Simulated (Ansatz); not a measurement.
`[AlH2][NH]CS` + H₂ → CH₃SH + `[NH2][AlH2]` at 600 K and 1 bar (hydrogenolysis of a C–N bond).

Program: Ansatz. Geometries: PBE0-D4/def2-TZVP. ΔE: electronic, gas phase. CBS: MP2 limit from def2 TZ/QZ plus the TZ coupled-cluster correction, frozen cores. This one scheme is used for every species. One conformer a species, not always the lowest.

| species | CCSD(T)/CBS energy (Eh) | H − E (kJ/mol) | S (J/(mol·K)) |
| --- | --- | --- | --- |
| `[AlH2][NH]CS` | -736.16434 | 236.4 | 424.2 |
| H₂ | -1.17544 | 43.9 | 150.8 |
| CH₃SH | -438.22835 | 152.3 | 296.8 |
| `[NH2][AlH2]` | -299.14566 | 138.4 | 304.9 |

H − E and S are ideal-gas, rigid-rotor, harmonic terms from PBE0-D4/def2-TZVP, for one conformer and one mirror image of each species. The MP2-based limit puts H₂ 0.8 mEh under its directly extrapolated value; such offsets cancel only in part. 1 Eh = 2625.50 kJ/mol, R = 8.31446 J/(mol·K).

**Question.** By hand: ΔE, ΔH, ΔS and ΔG.

**Answer.** ΔE = (-438.22835) + (-299.14566) − (-736.16434) − (-1.17544) = -0.03423 Eh = -89.9 kJ/mol. Δ(H − E) = 152.3 + 138.4 − 236.4 − 43.9 = 10.4, so ΔH = -79.5 kJ/mol. ΔS = 296.8 + 304.9 − 424.2 − 150.8 = 26.7 J/(mol·K). ΔG = -79.5 − 600 × (26.7)/1000 = -95.5 kJ/mol.

**Question.** By hand: the equilibrium constant, and the temperature at which ΔG would vanish if ΔH and ΔS stayed fixed.

**Answer.** log₁₀ K = −ΔG/(RT ln 10) = 8.3. ΔH and −TΔS have one sign here, so there is no such temperature.

ΔH outweighs TΔS. A doubt of 5 kJ/mol in ΔE shifts log₁₀ K by 0.4 here. Other conformers and mirror images would add mixing entropy, several J/(mol·K) or more a flexible species. Modes under 60 cm⁻¹, often nearly free rotors, make the harmonic entropy too high. These are equilibria of isolated gas molecules and say nothing of rates. Largest T1 diagnostic: 0.012 (customary marks: 0.02 for closed shells, 0.045 for open ones).
